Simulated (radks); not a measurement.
The numbers below are computed, except where a source is named.
Task: Ionisation of Ca2+, [Ar], to Ca3+, [Ne] 3s2 3p5, under several functionals. Scalar-relativistic Kohn-Sham, spin-polarised, spherical densities, finite nucleus; open shells are filled with parallel spins first; a radial shooting solver on a logarithmic mesh with Libxc functionals. The NIST Atomic Spectra Database gives 50.913 eV (measured). Rank these functionals by the error of their Delta-SCF ionisation energy: HCTH/407; AM05; BLYP; PW91; r2SCAN; exchange-only LDA; LDA (Slater exchange, Perdew-Zunger correlation); TASK exchange with Perdew-Wang LDA correlation; XLYP; exchange-only PBE; Wu-Cohen GGA.

Result: From best to worst: Wu-Cohen GGA 50.902 eV (-0.011); AM05 50.830 eV (-0.083); PW91 51.003 eV (+0.090); LDA (Slater exchange, Perdew-Zunger correlation) 51.006 eV (+0.093); XLYP 50.800 eV (-0.113); BLYP 50.760 eV (-0.154); HCTH/407 51.447 eV (+0.534); r2SCAN 51.466 eV (+0.553); TASK exchange with Perdew-Wang LDA correlation 52.054 eV (+1.141); exchange-only PBE 49.620 eV (-1.294); exchange-only LDA 49.260 eV (-1.654). Open shells are spherical and high-spin; term and fine-structure splittings are not resolved.
